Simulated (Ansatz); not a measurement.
Cost and result for the atomization energy of CH$_{7}$BSn, SMILES `B[CH2][SnH3]` (10 atoms, 9 bonds).

```xyz
10

B    -0.222    1.295    0.735
C    -0.894    0.474   -0.345
Sn    0.629   -1.122   -0.306
H    -0.460    1.091    1.893
H     0.629    2.093    0.452
H    -0.864    0.825   -1.376
H    -1.818   -0.054   -0.113
H    -0.174   -2.573    0.085
H     1.859   -0.828    0.839
H     1.315   -1.201   -1.864
```

Total charge 0; spin multiplicity 1. Correlated methods include outer-core shells of Sn, which these sets cover unevenly. Sn: def2 effective core potential. The geometry is a stationary point of PBE0-D4/def2-TZVP. Program: Ansatz. All runs use 2 threads of an Arm Neoverse V1 on a shared host. Times are those of one run each, without the atoms' runs, and a repeat can differ threefold. Electronic energies, without spin–orbit coupling; frozen cores. CCSD(T)/CBS adds CCSD(T) − MP2 in def2-TZVPP to the MP2 limit, and its time is that of the two runs behind it. T1 = 0.012. With those shells the extrapolation isn't a true limit. HSE06 is the plane-wave form, built on full-range PBE exchange.

CCSD(T)/CBS is a level of theory with its own doubt, some kJ/mol a heavy atom from the limit and from the frozen cores, so smaller differences don't rank the functionals.

| level | functions | wall time |
| --- | --- | --- |
| LDA (SPW92)/def2-TZVPP | 210 | 1.6 s |
| revPBE-D4/def2-TZVPP | 210 | 2.5 s |
| BHLYP-D4/def2-TZVPP | 210 | 3.4 s |
| HSE06-D4/def2-TZVPP | 210 | 3.7 s |
| CAM-B3LYP-D4/def2-TZVPP | 210 | 3.9 s |
| CCSD(T)/def2-SVP | 89 | 4.7 s |
| r2SCANh-D4/def2-TZVPP | 210 | 5.5 s |
| PBE-QIDH/def2-TZVPP | 210 | 6.5 s |
| ωB97X-V/def2-TZVPP | 210 | 11 s |
| ωB97M-V/def2-TZVPP (with forces) | 210 | 15 s |
| MP2/def2-QZVPP | 406 | 23 s |
| CCSD(T)/def2-TZVPP | 210 | 110 s |
| CCSD(T)/CBS(def2) | – | 2.2 min |

(1) What atomization energy does each give, and how far from CCSD(T)/CBS? (Best estimate.)

Results:

(1) Computed: 
| level | atomization (kcal/mol) | difference from CCSD(T)/CBS | per bond |
| --- | --- | --- | --- |
| LDA (SPW92)/def2-TZVPP | 828.1 | 86.4 | 9.6 |
| revPBE-D4/def2-TZVPP | 726.7 | -15.0 | -1.7 |
| BHLYP-D4/def2-TZVPP | 731.0 | -10.7 | -1.2 |
| HSE06-D4/def2-TZVPP | 737.4 | -4.3 | -0.5 |
| CAM-B3LYP-D4/def2-TZVPP | 744.2 | 2.5 | 0.3 |
| CCSD(T)/def2-SVP | 702.7 | -39.0 | -4.3 |
| r2SCANh-D4/def2-TZVPP | 739.4 | -2.3 | -0.3 |
| PBE-QIDH/def2-TZVPP | 735.0 | -6.7 | -0.8 |
| ωB97X-V/def2-TZVPP | 743.6 | 1.9 | 0.2 |
| ωB97M-V/def2-TZVPP (with forces) | 741.6 | -0.1 | 0.0 |
| MP2/def2-QZVPP | 730.4 | -11.3 | -1.3 |
| CCSD(T)/def2-TZVPP | 727.2 | -14.5 | -1.6 |
| CCSD(T)/CBS(def2) | 741.7 | 0.0 | 0.0 |

From r2SCAN to r2SCAN0 (25 % exact exchange), in def2-TZVPP and without D4, the atomization energy moves by −4.9 kcal/mol: exact exchange takes away binding that semilocal exchange gives to molecules. At CCSD(T), def2-SVP lies −39.0 kcal/mol from the extrapolated value and def2-TZVPP −14.5 kcal/mol: correlation converges slowly with the basis, and small sets miss more of it in the bonded molecule than in its fragments. In def2-TZVPP, CCSD(T) changes the Hartree–Fock value by +163.7 kcal/mol (the triples alone add +7.6 kcal/mol) and MP2 by +158.3 kcal/mol; breaking electron pairs costs correlation energy, which Hartree–Fock lacks.

Spin–orbit coupling would lower the free Sn atoms strongly, and the atomization energy with them, by more than many differences here. For some Ge, Se and Sn compounds the MP2-based and the directly extrapolated limit differ by 10 to 25 kJ/mol.
